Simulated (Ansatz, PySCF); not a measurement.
Gas-phase reaction in SMILES: BrI → I atom + Br atom (the Br-I bond at the site shown breaks; other sites are not compared here)
Geometries: B3LYP-D3(BJ)/def2-TZVP minima from Ansatz (a program for electronic structure).

Quantity: bond dissociation energy (enthalpy at 298 K, with B3LYP-D3(BJ) rigid-rotor harmonic-oscillator terms from PySCF), in kcal/mol. Cores are frozen in the correlated levels unless marked. Open shells are spin-unrestricted. Spin-orbit coupling is left out. The frozen core is the preceding noble-gas configuration, with the filled d and f shells of earlier blocks. Past Kr the def2 sets carry scalar-relativistic core potentials. CBS(X,Y): correlation extrapolated as X^-3; Hartree-Fock from the larger set.

From measured enthalpies of formation at 298 K: 42.5 kcal/mol (BrI 9.7, ATcT 1.112; I atom 25.5, ATcT 1.112; Br atom 26.7, ATcT 1.112). It holds spin-orbit effects, which the calculations lack, and core correlation, which the frozen-core levels lack.

| level | program | bond dissociation energy (kcal/mol) | error against measurement |
|---|---|---|---|
| BLYP-D4/def2-TZVPD | Ansatz + dftd4 | 52.1 | 9.6 |
| revPBE/def2-TZVPD | Ansatz | 50.7 | 8.2 |
| B3LYP-D4/def2-TZVPD | Ansatz + dftd4 | 49.4 | 6.9 |
| r2SCAN0/def2-TZVPD | Ansatz | 47.1 | 4.6 |
| wB97M-V/def2-TZVPD | Ansatz | 47.2 | 4.7 |
| B2GP-PLYP-D3(BJ)/def2-TZVPD | Ansatz + dftd3 | 48.5 | 6.0 |
| MP2/def2-SVP | Ansatz | 38.7 | -3.8 |
| MP2/def2-TZVPP | Ansatz | 47.1 | 4.6 |
| SCS-MP2/def2-SVP | Ansatz | 37.0 | -5.5 |
| CCSD(T)/CBS(def2-TZVPPD,def2-QZVPPD) | Ansatz | 50.6 | 8.1 |
